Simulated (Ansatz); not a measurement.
Steps of a relaxation of BClFGaH2S (`[F][GaH][B](S)Cl`) with RKS PBE0-D4/def2-TZVP.

```sh
$ ansatz run in.yaml --threads 4 --pin off --events-out ev --progress --plain --max-ram 10444MiB
```

```yaml
crystal:
  periodic: [false, false, false]
  atoms:
    - {symbol: F, position_ang: [0.043980, -1.711770, 1.320810]}
    - {symbol: Ga, position_ang: [-0.313190, 0.023770, 1.194100]}
    - {symbol: B, position_ang: [0.040260, 0.683730, -0.763650]}
    - {symbol: S, position_ang: [0.621200, -0.442180, -2.005060]}
    - {symbol: Cl, position_ang: [-0.244700, 2.325410, -1.094290]}
    - {symbol: H, position_ang: [-0.802810, 0.647310, 2.568480]}
    - {symbol: H, position_ang: [0.655260, -1.526260, -1.220400]}
basis:
  gaussian: {orbitals: def2-TZVP}
hamiltonian: {xc: pbe0, dispersion: d4}
relax: {f_tol: 0.005, max_steps: 150}
```

Positions (Å) and forces (eV/Å) along the path, 9 of 9 steps:

```xyz
7
step=1 energy=-79148.5862 eV
F     0.044   -1.712    1.321    0.008   -0.032   -0.004
Ga   -0.313    0.024    1.194   -0.064   -0.017    0.254
B     0.040    0.684   -0.764    0.096   -1.153    0.664
S     0.621   -0.442   -2.005    0.011    0.189   -0.236
Cl   -0.245    2.325   -1.094   -0.148    1.272   -0.540
H    -0.803    0.647    2.568    0.105   -0.130   -0.301
H     0.655   -1.526   -1.220   -0.008   -0.131    0.162
7
step=2 energy=-79148.6374 eV
F     0.049   -1.742    1.267    0.009    0.056   -0.057
Ga   -0.303   -0.001    1.193   -0.024    0.135    0.052
B     0.038    0.724   -0.745    0.031   -0.650    0.289
S     0.589   -0.448   -1.960    0.050    0.055   -0.095
Cl   -0.232    2.367   -1.195   -0.067    0.540   -0.196
H    -0.786    0.594    2.558    0.017   -0.072   -0.012
H     0.646   -1.495   -1.119   -0.016   -0.063    0.020
7
step=3 energy=-79148.6463 eV
F     0.119   -1.709    1.207   -0.043    0.060    0.016
Ga   -0.330    0.016    1.204   -0.005    0.025   -0.101
B    -0.006    0.721   -0.741    0.177   -0.085   -0.048
S     0.633   -0.448   -1.923   -0.135   -0.072    0.150
Cl   -0.196    2.387   -1.246   -0.045   -0.011    0.023
H    -0.795    0.549    2.591   -0.008   -0.040    0.044
H     0.575   -1.516   -1.092    0.059    0.123   -0.085
7
step=4 energy=-79148.6500 eV
F     0.051   -1.717    1.192   -0.005    0.093    0.018
Ga   -0.297    0.033    1.214   -0.012   -0.060   -0.061
B     0.051    0.731   -0.727   -0.052   -0.013   -0.171
S     0.609   -0.455   -1.934   -0.049   -0.008    0.195
Cl   -0.242    2.378   -1.262    0.064   -0.096    0.074
H    -0.789    0.541    2.603    0.023   -0.014    0.015
H     0.616   -1.510   -1.086    0.031    0.096   -0.070
7
step=5 energy=-79148.6540 eV
F     0.069   -1.704    1.196    0.019   -0.065   -0.004
Ga   -0.315    0.032    1.202   -0.016    0.065   -0.030
B     0.028    0.727   -0.742   -0.012   -0.008    0.061
S     0.602   -0.461   -1.929    0.004    0.012   -0.026
Cl   -0.219    2.383   -1.253    0.008   -0.021   -0.010
H    -0.785    0.529    2.603    0.001    0.010    0.001
H     0.619   -1.506   -1.077   -0.004    0.008    0.008
7
step=6 energy=-79148.6542 eV
F     0.073   -1.706    1.197    0.000   -0.002    0.001
Ga   -0.317    0.031    1.203    0.005    0.007   -0.018
B     0.027    0.725   -0.740   -0.001   -0.016    0.013
S     0.601   -0.460   -1.930   -0.004    0.012    0.006
Cl   -0.216    2.382   -1.252    0.003   -0.008   -0.002
H    -0.787    0.533    2.602   -0.001    0.000    0.000
H     0.618   -1.506   -1.080   -0.002    0.006    0.001
7
step=7 energy=-79148.6543 eV
F     0.077   -1.706    1.199    0.000    0.002   -0.001
Ga   -0.316    0.031    1.203   -0.002   -0.002    0.001
B     0.027    0.725   -0.739    0.003    0.001   -0.007
S     0.599   -0.459   -1.931   -0.002   -0.001    0.007
Cl   -0.214    2.381   -1.252   -0.001   -0.001    0.003
H    -0.790    0.533    2.601    0.001    0.001    0.000
H     0.616   -1.505   -1.081    0.000    0.000   -0.003
7
step=8 energy=-79148.6543 eV rejected
F     0.077   -1.706    1.199   -0.002    0.000    0.001
Ga   -0.317    0.031    1.202    0.008    0.004   -0.002
B     0.027    0.725   -0.739   -0.006   -0.003    0.005
S     0.599   -0.459   -1.931    0.003    0.001   -0.007
Cl   -0.214    2.381   -1.251    0.001    0.000    0.000
H    -0.789    0.534    2.601   -0.003   -0.002    0.001
H     0.617   -1.506   -1.081   -0.001    0.000    0.003
7
step=9 energy=-79148.6543 eV
F     0.076   -1.706    1.199    0.000    0.000    0.000
Ga   -0.316    0.031    1.202    0.000    0.000    0.000
B     0.027    0.725   -0.739    0.000    0.000    0.000
S     0.600   -0.459   -1.931    0.000    0.000    0.000
Cl   -0.214    2.381   -1.251    0.000    0.000    0.000
H    -0.789    0.533    2.601    0.000    0.000    0.000
H     0.617   -1.505   -1.081    0.000    0.000    0.000
```

It took 35 s on 4 threads of an Arm Neoverse V2 on a shared host, with 0.62 GiB of host memory at the peak.
